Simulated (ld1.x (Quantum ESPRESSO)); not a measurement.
**Transferability test, TM potential for Pm**

* Element: Pm
* Generator: ld1.x (Quantum ESPRESSO) 7.5
* Type: norm-conserving Troullier–Martins (Kleinman–Bylander form)
* Functional: PBEsol
* Relativity: scalar-relativistic
* Frozen core: [Kr] 4d10
* Valence charge: 15
* Reference configuration: 4f5 5s2 5p6 5d0 6s0 6p0 (charge +2)
* Partial waves: 5s (bound): rc 2.15 bohr; 5p (bound): rc 2.50 bohr; 4f (bound): rc 1.50 bohr; 5d (bound, empty): rc 3.35 bohr
* Local potential: the d channel
* Core correction: Bessel-smoothed model core, default radius (core density twice the valence density)

Energies are relative to the spin-unpolarised reference configuration 4f5 5s2 5p6 5d0 6s0 6p0; without spin polarisation the order of configurations can differ from experiment. Not all tests gave a result: 3 of 7 tests not solved or not reliable. Left out of the table: 4f5 5s2 5p6 5d0 6s2 6p0 (solver errors, printed error -1839 eV); 4f5 5s2 5p6 5d0 6s1 6p0 (solver errors, printed error -1465 eV); 4f4 5s2 5p6 5d0 6s2 6p0 (solver errors, printed error -1296 eV).

```
  valence configuration  charge  ΔE all-electron (eV)  error AE − PS (meV)
4f4 5s2 5p6 5d0 6s0 6p0      +3                23.236                  -81
4f5 5s2 5p6 5d0 6s0 6p2       0               -11.819                  +77
4f6 5s2 5p6 5d0 6s0 6p0      +1                -8.641                  -83
```

Problem. What are ΔE and the potential's error for 4f5 5s2 5p6 5d0 6s0 6p1?

Solution. ΔE = -7.791 eV all-electron; the error (AE − PS) is +62 meV.

Note: ghost state, extra bound levels that the all-electron valence spectrum of the same l lacks: s at -161.1 eV. A true bound ghost makes a file unfit for plane-wave use.
